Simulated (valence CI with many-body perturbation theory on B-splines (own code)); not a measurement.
**Nd27+ in brief**

Calculated by relativistic CI+MBPT: five valence electrons over a frozen Dirac-Fock core [Ar] 3d10, a basis of 11 s, 11 p, 10 d, 8 f, 5 g, 2 h functions for each j, with the one-electron correlation potential Σ1 (screened to all orders), the two-electron term Σ2, the three-electron term Σ3, Breit, model QED; selected single and double excitations, second order for the rest, scaled by the run's own slope (own B-spline code, finite nucleus).

The last digits are not significant, and no measured levels were compared; by estimate large intervals hold to a few tenths of a per cent, small ones and those within an open d or f shell to about a per cent. Among the levels kept, up to 2000 cm⁻¹ of a level comes from second order outside the variational space, and about a tenth of that is noise between levels of different J, which matters for small intervals.

Levels are named by their leading jj configuration (3d3/2^4 stands for four electrons in 3d with j = 3/2), which in mixed levels can hold well under half, so a name can repeat and another be missing.

Rates and lifetimes use the calculated energies. Strong lines usually hold to 10 to 20 %, long lifetimes can be off by a factor of two.

**Question.** What is the ground level?

**Answer.** (4s^2 4p1/2^2 4p3/2) J=3/2, composition 42 % 4s2 4p3 2P° + 33 % 4s2 4p3 4S° + 24 % 4s2 4p3 2D°, g = 1.426.

**Question.** Among levels below 2376100 cm⁻¹, which E1 lines absorb most strongly from the ground level?

**Answer.** to (4s^2 4p1/2 4p3/2 4d3/2) J=5/2 at 8.428 nm, f = 0.500; to (4s^2 4p1/2 4p3/2 4d5/2) J=5/2 at 8.690 nm, f = 0.332; to (4s^2 4p1/2 4p3/2 4d5/2) J=3/2 at 8.627 nm, f = 0.328.

**Question.** Name the longest-lived excited levels whose lifetime is computed, and their main decay.

**Answer.** (4s^2 4p1/2 4p3/2^2) J=5/2 at 240970 cm⁻¹ lives 25.8 μs, mostly by M1 to (4s^2 4p1/2^2 4p3/2) J=3/2; (4s^2 4p1/2 4p3/2^2) J=1/2 at 280780 cm⁻¹ lives 5.82 μs, mostly by M1 to (4s^2 4p1/2^2 4p3/2) J=3/2; (4s^2 4p1/2 4p3/2^2) J=3/2 at 209680 cm⁻¹ lives 5.16 μs, mostly by M1 to (4s^2 4p1/2^2 4p3/2) J=3/2. The lifetime of (4s^2 4p1/2 4p3/2 4d5/2) J=9/2 is too uncertain to give, and may be longer.

**Question.** Where does the other parity begin?

**Answer.** At (4s 4p1/2^2 4p3/2^2) J=5/2, 717320 cm⁻¹.

**Question.** How well does LS coupling describe the low levels?

**Answer.** Among the lowest 20 levels the leading LS term, summed over configurations, holds 55 % on average. For single configurations the figures are 50 % in LS and 80 % in jj coupling. Terms mix most in the J = 5/2 level at 934950 cm⁻¹, where the leading one holds 30 %.
